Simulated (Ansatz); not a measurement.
A made-up structure of LiSiH₃Te, singlet:

Li1  (-1.995, 0.358, 0.361)
Si2  (-0.150, -0.592, -0.866)
Te3  (0.411, 0.371, 1.565)
H4  (1.414, -0.355, 2.715)
H5  (1.061, -0.103, -1.610)
H6  (0.373, 1.950, 1.044)
(Å)

It is relaxed with PBE-D4/def2-SVP and then PBE0-D4/def2-TZVP (Ansatz 0.2.0). Atoms count as bonded within 1.22 times the sum of their covalent radii (H–H: 0.88 Å). The end point is not checked to be a true minimum.

Question: Does its bonding change? (A judgement: the text doesn't fix the answer.)

Answer: By the calculation: Yes. Formed: none; broken: Li1–Te3.

Where it ends: The first stage lowers the energy by 1.36 eV in 13 steps. It ends as LiSiH₃Te ([Li][SiH][TeH2]):
Li1  (-2.330, 0.418, -0.663)
Si2  (-0.232, -0.892, -0.424)
Te3  (0.307, 0.232, 1.777)
H4  (1.964, 0.022, 2.045)
H5  (0.736, -0.037, -1.234)
H6  (0.670, 1.885, 1.708)
(Å)

Labels in which every atom is bracketed show which atoms are joined, not bond orders.

For scale, one of the runs: PBE0-D4/def2-TZVP relaxation, 119 basis functions, launched by `ansatz run in.yaml --threads 2 --pin off --events-out ev --progress --plain --max-ram 4352MiB`. The run took about 25 s on 2 CPU threads of an Arm Neoverse V1 (shared host).
